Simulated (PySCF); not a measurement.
## Continuum solvent and chemical shifts

Geometry:
| atom | x (Å) | y (Å) | z (Å) |
| --- | --- | --- | --- |
| C1 | 1.891 | -1.005 | 0.444 |
| C2 | 1.891 | 0.516 | 0.707 |
| C3 | 0.918 | 1.091 | -0.336 |
| N4 | 0.080 | -0.034 | -0.685 |
| Si5 | -1.527 | 0.043 | -1.312 |
| C6 | -2.692 | 0.980 | -0.173 |
| C7 | -3.121 | -0.182 | 0.739 |
| C8 | -3.282 | -1.428 | -0.137 |
| O9 | -2.252 | -1.460 | -1.108 |
| C10 | 0.947 | -1.191 | -0.754 |
| H11 | 1.503 | -1.547 | 1.319 |
| H12 | 2.896 | -1.401 | 0.235 |
| H13 | 2.892 | 0.964 | 0.617 |
| H14 | 1.530 | 0.731 | 1.724 |
| H15 | 0.322 | 1.933 | 0.051 |
| H16 | 1.486 | 1.470 | -1.212 |
| H17 | -1.592 | 0.427 | -2.756 |
| H18 | -2.261 | 1.822 | 0.387 |
| H19 | -3.548 | 1.367 | -0.752 |
| H20 | -2.328 | -0.367 | 1.482 |
| H21 | -4.047 | 0.030 | 1.298 |
| H22 | -4.264 | -1.414 | -0.648 |
| H23 | -3.240 | -2.351 | 0.464 |
| H24 | 0.361 | -2.121 | -0.712 |
| H25 | 1.534 | -1.209 | -1.697 |

GIAO PBE0/pcSseg-1 in PySCF 2.14 on one PBE0-D3(BJ)/def2-SVP conformer, non-relativistic, equivalent nuclei averaged. Solvents enter as an IEF-PCM continuum (tetrahydrofuran with ε = 7.4, acetonitrile with ε = 35.7) around the gas-phase geometry. Shifts are referred to TMS computed in the same medium.

Gas phase, δ in ppm: C8 69.8, C3/C10 46.9, C7 28.1, C1/C2 26.4, C6 11.3, Si5 0.9, H17 5.25, H23 4.12, H22 3.66, H16/H24 2.94, H15/H25 2.69, H21 1.71, H20 1.68, H12/H14 1.55. Dipole moment 1.78 D.

Problem. How does each δ change in the continuum?

Solution. 
```csv
atoms,environment,"Δδ, tetrahydrofuran","Δδ, acetonitrile"
C8,sp3 CH2 bonded to O,+1.0,+1.2
C3/C10,sp3 CH2 bonded to N,+0.7,+0.8
C7,sp3 CH2 in a ring,+0.3,+0.4
C1/C2,sp3 CH2 in a ring,+0.5,+0.6
C6,sp3 CH2 bonded to Si,+0.5,+0.6
Si5,"silicon bonded to C, N, O, H, in a 5-membered ring",+0.4,+0.6
H17,"hydrogen on a silicon bonded to C, N, O, in a 5-membered ring",-0.09,-0.10
H23,hydrogen on an sp3 CH2 bonded to O,+0.05,+0.06
H22,hydrogen on an sp3 CH2 bonded to O,+0.05,+0.06
H16/H24,hydrogen on an sp3 CH2 bonded to N,-0.06,-0.08
H15/H25,hydrogen on an sp3 CH2 bonded to N,+0.08,+0.10
H21,hydrogen on an sp3 CH2 in a ring,+0.11,+0.14
H20,hydrogen on an sp3 CH2 in a ring,+0.01,+0.01
H12/H14,hydrogen on an sp3 CH2 in a ring,+0.04,+0.05
```

Changes are relative to the gas phase. The dipole moment becomes 2.27 D in tetrahydrofuran, 2.39 D in acetonitrile.

Problem. Which of the listed nuclei move most (in ppm), and what does the model miss? (N and O are left out, as their reference compounds move with the solvent too.)

Solution. C8 (sp3 CH2 bonded to O, +1.2 ppm) in acetonitrile. A continuum only polarises the solute; specific hydrogen bonds, the anisotropy of aromatic solvents and changes of geometry or conformer are outside it.
